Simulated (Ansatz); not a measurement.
Born–Oppenheimer molecular dynamics of BClFH$_{2}$N (6 atoms, charge 0, multiplicity 1). It starts from a relaxed structure.

Level of theory: RKS PBE/def2-SVP in Ansatz 0.2.0.

```json
{
  "ensemble": "NVE (velocity Verlet)",
  "time step": "0.5 fs",
  "steps asked": "166",
  "starting velocities drawn for": "1500 K",
  "seed": "96110"
}
```

First frame:

```xyz
6
Properties=species:S:1:pos:R:3
B -0.075 0.038 -0.013
Cl -0.006 -0.433 1.704
F 1.057 0.434 -0.611
N -1.281 -0.004 -0.724
H -2.161 -0.299 -0.305
H -1.337 0.263 -1.706
```

Task: How far do the bonds stretch over the last three quarters of this one trajectory? (Pairs bonded in most of those frames.)

Result: 
```
  bond  mean (Å)  spread (Å)  shortest  longest
B1–Cl2     1.787       0.031      1.72     1.82
 B1–F3     1.337       0.032      1.28     1.39
 B1–N4     1.417       0.022      1.38     1.46
 N4–H5     1.043       0.059      0.95     1.13
 N4–H6     1.034       0.027      0.98     1.08
```

Mean temperature of the second half: 737 K. The conserved energy stayed within 1.1 meV per atom of its start (net change 0.28 meV per atom), so the integration is sound. Over the second half the temperature averaged 0.49 of the 1500 K drawn at the start: a run that starts near a minimum puts about half its kinetic energy into the potential. A run of 0.083 ps of so small a system gives no equilibrium averages.

The run took 3.4 min on 1 thread of Arm Neoverse V2, on a shared host, peak memory 0.12 GiB.
